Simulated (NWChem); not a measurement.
Molecule: C₄H₃FOS; SMILES Fc1occc1S

```xyz
10

F      1.9790     0.4954     0.0050
C      0.6828     0.5924     0.0031
O      0.1990     1.8266     0.0179
C     -1.1614     1.7145     0.0157
C     -1.5218     0.4063     0.0046
C     -0.2990    -0.3554    -0.0109
S     -0.0723    -2.0954     0.0603
H     -1.7122     2.6503     0.0272
H     -2.5313     0.0017     0.0081
H     -0.2073    -2.3447    -1.2632
```
Atoms are numbered in this order, from 1.

All runs: NWChem. Geometry: optimised at PBE0/def2-SVP. Total energies of different functionals are on different scales.

| level | energy (Ha) | highest occupied level (eV) | orbital gap (eV) | dipole (D) |
|---|---|---|---|---|
| PBE/def2-SVP | -726.5497 | -5.60 | 4.86 | 1.77 |
| B3LYP/def2-SVP | -727.0895 | -6.51 | 6.51 | 1.89 |
| PBE0/def2-SVP | -726.5890 | ___ | ___ | 1.98 |
| TPSSh/def2-SVP | -727.1051 | -6.14 | 5.86 | 1.95 |
| Hartree-Fock/def2-SVP | -724.6224 | -9.12 | 13.15 | 2.34 |
| BLYP/def2-SVP | -726.9907 | -5.38 | 4.82 | 1.69 |

### Question
Some entries are withheld; supply them.

### Answer

- PBE0/def2-SVP, highest occupied level (eV): -6.80
- PBE0/def2-SVP, orbital gap (eV): 6.97
